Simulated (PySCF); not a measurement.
Calculation: PBE-D3(BJ)/def2-TZVP // PBE-D3(BJ)/def2-SVP (PySCF 2.14.0). Gas-phase values, no solvent. One relaxed conformer stands for a flexible species; it need not be the lowest. Delta-SCF ions had no search for a lower state. Excitations are Tamm–Dancoff values on a coarser integration grid. The basis has no diffuse functions, so Rydberg states are missing or too high.

Reference species (SMILES): `[F][GeH2][F]` (neutral, multiplicity 1).

- T1 excitation (TDA): 6.95 eV
- vertical ionisation energy (Delta-SCF): 12.02 eV

Changed species: `[F][GeH2][GeH2][GeH2][GeH2][GeH2][GeH2][GeH2][F]` (n = 7; the reference has n = 1).

Problem. What does the change do to the T1 excitation (TDA) and vertical ionisation energy (Delta-SCF)?

Solution. the T1 excitation (TDA) falls by 3.05 eV, to 3.90 eV; the vertical ionisation energy (Delta-SCF) falls by 3.81 eV, to 8.21 eV.
